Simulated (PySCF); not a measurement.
# Electron correlation in Sm⁵⁰⁺ (samarium, charge +50)

Starting occupation: [Ne] 3s2. Calculation: PySCF 2.14, in an uncontracted even-tempered set (18 s from 4.6 bohr⁻², ratio 2.6; 14 p from 5.9 bohr⁻², ratio 2.6; 6 d from 6.1 bohr⁻², ratio 2.8; 4 f from 84 bohr⁻², ratio 2.8); X2C-1e with screened-nucleus spin-orbit coupling, Gaussian nucleus. Frozen: 1s2; 10 electrons correlated; the 54 highest virtual spinors left out.

MP2 pair energies summed by pair of shells (mhartree):

| pair | energy | share (%) |
| --- | --- | --- |
| 3s1/2-3s1/2 | -115.23 | 23.8 |
| 2p1/2-2p3/2 | -101.41 | 21.0 |
| 2p3/2-2p3/2 | -96.32 | 19.9 |
| 2p3/2-3s1/2 | -43.05 | 8.9 |
| 2p3/2-2s1/2 | -42.01 | 8.7 |
| 2p1/2-2p1/2 | -23.82 | 4.9 |
| 2p1/2-2s1/2 | -21.94 | 4.5 |
| 2p1/2-3s1/2 | -19.21 | 4.0 |
| 2s1/2-2s1/2 | -11.29 | 2.3 |
| 2s1/2-3s1/2 | -9.52 | 2.0 |

Total MP2 correlation energy: -483.81 mhartree.

The virtual space was cut to 56 spinors, which keep -427.03 of the -483.81 mhartree of MP2 correlation.

```json
{"level": "CCSD", "correlation energy (mhartree)": "-458.61"}
```

Diagnostics: T1 = 0.00013, largest double amplitude 0.084.

Cost of the coupled-cluster step: of the order of 40 core-seconds, for 10 occupied and 56 virtual spinors.

Iterations:

```
Init t2, MP2 energy = -0.427025133482002
CCSD nocc = 10, nmo = 66
Init t2, MP2 energy = -0.427025133482002
Init E_corr(GCCSD) = -0.427025133482002
cycle = 1  E_corr(GCCSD) = -0.4491736853459  dE = -0.0221485519  norm(t1,t2) = 0.019041
cycle = 2  E_corr(GCCSD) = -0.455283541889881  dE = -0.00610985654  norm(t1,t2) = 0.00697972
cycle = 3  E_corr(GCCSD) = -0.458658912769004  dE = -0.00337537088  norm(t1,t2) = 0.00275224
cycle = 4  E_corr(GCCSD) = -0.458606953698013  dE = 5.1959071e-05  norm(t1,t2) = 0.000118626
cycle = 5  E_corr(GCCSD) = -0.458607524241874  dE = -5.70543862e-07  norm(t1,t2) = 4.12831e-06
cycle = 6  E_corr(GCCSD) = -0.458607332056388  dE = 1.92185486e-07  norm(t1,t2) = 1.25199e-07
cycle = 7  E_corr(GCCSD) = -0.458607342272202  dE = -1.0215814e-08  norm(t1,t2) = 1.39417e-08
cycle = 8  E_corr(GCCSD) = -0.458607351328868  dE = -9.05666658e-09  norm(t1,t2) = 6.50656e-09
GCCSD converged
E(GCCSD) = -7844.181691872753  E_corr = -0.4586073513288682
```

The coupled-cluster values are those of the cut space; adding the MP2 remainder, -56.78 mhartree, estimates the full space.

At this charge the one-electron X2C treatment keeps the bare 1/r₁₂, with no two-electron picture change or Breit term. The effect here is smaller than on the frozen 1s shell.
